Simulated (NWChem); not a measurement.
Species: BPH4; SMILES BP

Computed with NWChem. Pople sets run with spherical d functions. Medium grid unless said otherwise, to which SCAN and Minnesota functionals are sensitive. Coordinates come from a PBE0/def2-SVP optimisation. Total energies of different functionals are on different scales.

| level | energy (Ha) | highest occupied level (eV) | orbital gap (eV) | dipole (D) |
|---|---|---|---|---|
| B3LYP/6-31G* | -368.5787 | -7.13 | 5.49 | 0.89 |
| PBE/6-31G* | -368.3355 | -6.32 | 3.89 | 0.97 |
| BHandHLYP/6-31G* | -368.5342 | -8.27 | 7.89 | 0.87 |
| HCTH/407/6-31G* | -368.6105 | -6.44 | 4.02 | 0.96 |
| MN15-L/6-31G* | -368.4580 | -6.75 | 4.60 | 0.93 |
| PW91/6-31G* | -368.5142 | -6.34 | 3.90 | 0.97 |
| r2SCAN0/6-31G* | -368.4973 | -7.55 | 6.20 | 0.93 |
| M06-L/6-31G* | -368.5482 | -6.57 | 4.43 | 0.91 |
